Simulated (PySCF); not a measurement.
Cartesian coordinates in Å; atom numbers follow the order of the lines, from 1:
```xyz
37

C     4.1534    1.4534   -0.4416
O     3.0421    0.5842   -0.4221
C     2.8380   -0.0268    0.7975
C     1.7777   -1.0699    0.8120
C     1.8047   -1.9343    2.0229
C     0.8379   -1.3257   -0.1629
C     0.6633   -0.6578   -1.5236
C    -0.2589    0.0068   -0.6173
C     0.0461    1.3743   -0.1018
C    -1.6637   -0.5124   -0.4827
C    -2.2118   -0.5671    0.9647
C    -3.6121    0.0430    0.8950
C    -3.4762    1.1159   -0.1787
C    -2.6510    0.4212   -1.2583
H     4.2197    1.8749   -1.4517
H     5.0877    0.9089   -0.2185
H     4.0359    2.2757    0.2865
H     3.7638   -0.5218    1.1656
H     2.5770    0.7034    1.6013
H     0.8318   -2.4006    2.2228
H     2.5383   -2.7453    1.8614
H     2.1410   -1.3811    2.9127
H     0.2059   -2.1976    0.0172
H     0.2302   -1.3521   -2.2505
H     1.5340   -0.0941   -1.8604
H    -0.5339    2.0781   -0.7220
H     1.1032    1.6321   -0.2198
H    -0.2792    1.5217    0.9364
H    -1.6973   -1.5119   -0.9404
H    -2.2051   -1.5927    1.3621
H    -1.5768    0.0343    1.6348
H    -3.9571    0.4278    1.8653
H    -4.3415   -0.7177    0.5709
H    -4.4393    1.4837   -0.5611
H    -2.9369    1.9900    0.2244
H    -3.2989   -0.2198   -1.8747
H    -2.1498    1.1102   -1.9548
```

Total charge +1.

Geometry: PBE0-D3(BJ)/def2-SVP; GIAO shifts from PySCF 2.14, gas phase, non-relativistic, averaged over equivalent atoms.

At CAM-B3LYP/pcSseg-1 (353 basis functions):
| atoms | δ (ppm) |
| --- | --- |
| C4 | 245.4 |
| C8 | 164.0 |
| C6 | 88.7 |
| C3 | 80.4 |
| C1 | 60.0 |
| C7 | 59.5 |
| C10 | 58.3 |
| C14 | 37.7 |
| C11 | 35.6 |
| C5 | 32.1 |
| C12 | 30.3 |
| C13 | 30.0 |
| C9 | 18.9 |
| O2 | 24.4 |
| H25 | 5.09 |
| H18 | 4.54 |
| H19 | 4.19 |
| H24 | 3.68 |
| H23 | 3.62 |
| H15/H16/H17 | 3.58 |
| H20/H21/H22 | 2.55 |
| H29 | 2.36 |
| H26/H27/H28 | 2.24 |
| H32 | 2.08 |
| H36 | 2.04 |
| H34 | 2.03 |
| H30 | 2.02 |
| H33 | 1.71 |
| H37 | 1.57 |
| H35 | 1.42 |
| H31 | 1.34 |

δ = σ(ref) − σ, references computed at the same level: 13C (182.45 ppm) and 1H (31.33 ppm) vs TMS; H2O for 17O (338.55 ppm).

Problem. What do these become at PBE0/pcSseg-1?

Solution. 
| atoms | δ at PBE0/pcSseg-1 | change |
| --- | --- | --- |
| C4 | 236.5 | -8.9 |
| C8 | 160.0 | -4.0 |
| C6 | 88.3 | -0.4 |
| C3 | 80.3 | -0.1 |
| C1 | 59.5 | -0.5 |
| C7 | 59.5 | +0.0 |
| C10 | 59.3 | +1.0 |
| C14 | 39.6 | +1.9 |
| C11 | 36.4 | +0.8 |
| C5 | 32.9 | +0.8 |
| C12 | 30.7 | +0.4 |
| C13 | 30.7 | +0.7 |
| C9 | 19.5 | +0.6 |
| O2 | 24.9 | +0.5 |
| H25 | 5.13 | +0.04 |
| H18 | 4.61 | +0.07 |
| H19 | 4.26 | +0.07 |
| H24 | 3.76 | +0.08 |
| H23 | 3.77 | +0.15 |
| H15/H16/H17 | 3.54 | -0.04 |
| H20/H21/H22 | 2.58 | +0.03 |
| H29 | 2.45 | +0.09 |
| H26/H27/H28 | 2.25 | +0.01 |
| H32 | 2.11 | +0.03 |
| H36 | 2.10 | +0.06 |
| H34 | 2.06 | +0.03 |
| H30 | 2.06 | +0.04 |
| H33 | 1.76 | +0.05 |
| H37 | 1.67 | +0.10 |
| H35 | 1.48 | +0.06 |
| H31 | 1.38 | +0.04 |

Shifts are taken against calculated references (same method and geometry level): 13C (σ = 184.41 ppm) and 1H (σ = 31.27 ppm) vs TMS; H2O for 17O (σ = 334.56 ppm).

The largest change is at C4 (carbocation centre). Cost: 353 basis functions. The order of the carbon signals changes between the two levels.

Experimental scales use liquid or dissolved standards, which lie at an offset from isolated H2O (liquid H2O: subtract about 36 ppm).
